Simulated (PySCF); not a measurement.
# Excited states of Ge⁴⁺ (germanium, charge +4)

Ground state [Ar] 3d10, ¹S. Calculation: PySCF 2.14, in aug-cc-pVTZ-PP with ECP10MDF (6s5p4d2f, 55 functions); scalar relativity through the core potential. Vertical excitation energies in eV without spin-orbit coupling; excited terms of each kind are numbered among those the solver found. Frozen: 3s2 3p6.

| term | leading excitation | EOM-EE-CCSD |
| --- | --- | --- |
| 1 3D | 3d → s | 29.326 |
| 1 1D | 3d → s | 30.017 |
| 1 3P° | 3d → p | 40.416 |
| 1 3F° | 3d → p | 40.932 |
| 1 1F° | 3d → p | 41.329 |
| 1 1D° | 3d → p | 41.844 |
| 1 3D° | 3d → p | 41.845 |
| 1 1P° | 3d → p | 42.123 |
| 1 3G | 3d → d | 57.237 |
| 1 3F | 3d → d | 57.243 |
| 1 1G | 3d → d | 57.374 |
| 2 3D | 3d → d | 57.467 |
| 1 1F | 3d → d | 57.738 |
| 2 1D | 3d → d | 57.812 |

The solver can miss terms.
